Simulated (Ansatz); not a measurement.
Program: Ansatz. Geometries: PBE0-D4/def2-TZVP. ΔE: electronic, gas phase. CBS: MP2 limit from def2 TZ/QZ plus the TZ coupled-cluster correction, frozen cores. DFT in def2-TZVPP. B3LYP here is the variant with VWN-RPA as its local correlation; programs differ in this. One conformer a species, not always the lowest.

Reaction (redistribution): `[SiH3]OB1N[SiH2]1` + `B[SiH2]O` → `B1N[SiH2]1` + `O[SiH2]BO[SiH3]`

| level | ΔE (kcal/mol) | difference from CCSD(T)/CBS |
| --- | --- | --- |
| PBE-D4 | -6.8 | -0.3 |
| PBE0-D4 | -6.0 | 0.5 |
| B3LYP-D4 | -6.1 | 0.4 |
| ωB97X-V | -6.2 | 0.3 |
| ωB97M-V | -6.5 | 0.0 |
| B2PLYP | -6.4 | 0.1 |
| PBE | -6.9 | -0.4 |
| PBE0 | -6.1 | 0.4 |
| B3LYP | -6.4 | 0.1 |
| SCS-MP2/def2-TZVPP | -6.0 | 0.5 |
| CCSD/def2-TZVPP | -5.9 | 0.6 |
| CCSD(T)/def2-TZVPP | -6.3 | 0.2 |
| HF/def2-QZVPP | -3.9 | 2.6 |
| MP2/def2-QZVPP | -6.3 | 0.2 |
| HF/CBS(def2) | -3.9 | 2.6 |
| MP2/CBS(def2) | -6.3 | 0.2 |
| CCSD(T)/CBS | -6.5 | 0 |

Largest T1 diagnostic among the species: 0.014.

In def2-TZVPP, CCSD(T) changes the Hartree–Fock value by −2.4 kcal/mol (the triples alone add −0.5 kcal/mol) and MP2 by −2.3 kcal/mol. From PBE to PBE0 (25 % exact exchange), in def2-TZVPP and without D4, ΔE moves by +0.8 kcal/mol.
